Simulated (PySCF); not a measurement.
Cost of one run: spin–spin coupling job, `C#C[C@@]12C=C[C@H]3[C@@H]1[C@H]32`.

Method: B3LYP/pcJ-1 indirect spin-spin coupling, non-relativistic, gas phase (PySCF 2.14.0, density-fitted response routines). Geometry: GFN2-xTB. Work: spin–spin couplings from 14 perturbed nuclei, spin–dipole term left out, density fitting. The input is one job of a driver script: a line of settings, then coordinates in Å.

Command:
```bash
OMP_NUM_THREADS=1 python probes_run.py task.json out
```

Input:
```
{"job": {"kind": "j", "xc": "B3LYP", "basis": "pcJ-1"}, "charge": 0, "multiplicity": 1}
C      2.602580    -1.631180     0.023310
C      1.603571    -0.969027     0.028809
C      0.425933    -0.170529     0.046081
C      0.395351     1.185461     0.679022
C     -0.845928     1.629318     0.510945
C     -1.566397     0.550469    -0.219768
C     -0.580639    -0.189421    -1.102578
C     -0.966585    -0.788249     0.162819
H      3.476174    -2.211252     0.017539
H      1.240616     1.641999     1.154017
H     -1.288414     2.557178     0.815258
H     -2.606453     0.639419    -0.494992
H     -0.548399    -0.506645    -2.123503
H     -1.342088    -1.738013     0.480874
```

Hardware: one thread, Arm Neoverse V1 (aarch64), shared host with 32 logical CPUs at a one-minute load of 8.8. PySCF's memory limit was set to 1040 MB.

Question: How large is the basis?

Answer: 276 functions for 54 electrons, with 962 fitting functions; the fitted three-index integrals, 962 × 276 × 277/2 numbers of 8 bytes, come to 280 MiB.

Question: Estimate the wall time.

Answer: About 49 s. The SCF took 14 cycles.

Question: Estimate the peak memory.

Answer: About 1.1 GiB. Peak memory is the resident size of the whole Python process, interpreter and libraries included.

The SCF part of the output:
```
coarse grid: 12408 points
cycle   1  E = -308.1533050051  dE =  1.646e+00  |g| = 4.692e-01  |ddm| = 3.730e+00
cycle   2  E = -308.1538341157  dE = -5.291e-04  |g| = 4.680e-01  |ddm| = 9.962e-01
cycle   3  E = -308.2082953834  dE = -5.446e-02  |g| = 5.977e-02  |ddm| = 5.303e-01
cycle   4  E = -308.2084467144  dE = -1.513e-04  |g| = 5.182e-02  |ddm| = 1.029e-01
cycle   5  E = -308.2090369353  dE = -5.902e-04  |g| = 1.783e-02  |ddm| = 5.419e-02
cycle   6  E = -308.2091101704  dE = -7.324e-05  |g| = 3.880e-03  |ddm| = 1.752e-02
cycle   7  E = -308.2091135238  dE = -3.353e-06  |g| = 1.497e-03  |ddm| = 3.791e-03
final grid: 121896 points
cycle   8  E = -308.2785142061  dE = -1.350e-04  |g| = 6.478e-03  |ddm| = 3.263e-02
cycle   9  E = -308.2785064682  dE =  7.738e-06  |g| = 8.470e-03  |ddm| = 1.480e-02
cycle  10  E = -308.2785232665  dE = -1.680e-05  |g| = 1.354e-03  |ddm| = 8.780e-03
cycle  11  E = -308.2785235180  dE = -2.515e-07  |g| = 9.131e-04  |ddm| = 1.775e-03
cycle  12  E = -308.2785237218  dE = -2.038e-07  |g| = 1.605e-04  |ddm| = 8.782e-04
cycle  13  E = -308.2785237277  dE = -5.900e-09  |g| = 4.536e-05  |ddm| = 1.642e-04
cycle  14  E = -308.2785237281  dE = -3.719e-10  |g| = 2.385e-05  |ddm| = 5.285e-05
converged SCF energy = -308.2785237281
```

On the final grid dE counts from the start density on that grid.

Times come from a shared host and carry two figures at best.
